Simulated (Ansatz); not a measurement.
**CFSSi: where a starting geometry ends**

The starting geometry of this gas-phase doublet was optimised with GFN2-xTB.

```yaml
atoms:
  - { symbol: C, position_ang: [-2.6635, 0.7904, -1.9123] }
  - { symbol: F, position_ang: [0.6628, -1.8654, -1.6021] }
  - { symbol: S, position_ang: [-1.6332, -0.3330, -2.3127] }
  - { symbol: Si, position_ang: [0.0058, -0.7255, -0.6432] }
```

Predict what becomes of its bonds when it is optimised with PBE0-D3(BJ)/def2-SVP.

It rearranges, giving a structure given below by its coordinates. Contacts that open: S3–Si4 (2.37 → 3.37 Å). Contacts that close: C1–Si4 (3.32 → 1.85 Å).

The energy falls by 2.20 eV over 23 steps:

| step | E − E(last) (eV) |
| --- | --- |
| 1 | 2.200 |
| 3 | 2.018 |
| 6 | 1.870 |
| 8 | 1.405 |
| 11 | 0.719 |
| 13 | 0.668 |
| 16 | 0.298 |
| 18 | 0.013 |
| 21 | 0.000 |
| 23 | 0.000 |

Final geometry (Å):

```xyz
4

C    -1.5151   -0.3593   -1.8968
F     0.9771   -1.1253   -1.2977
S    -2.7383   -0.0414   -2.7921
Si   -0.3519   -0.6075   -0.4837
```

The end wasn't checked by frequencies. Open shells are spin-unrestricted. Run with Ansatz 0.2.0, 110 s on 1 thread of Intel(R) Xeon(R) Platinum 8259CL CPU @ 2.50GHz (Skylake/Cascade Lake), on a shared host.
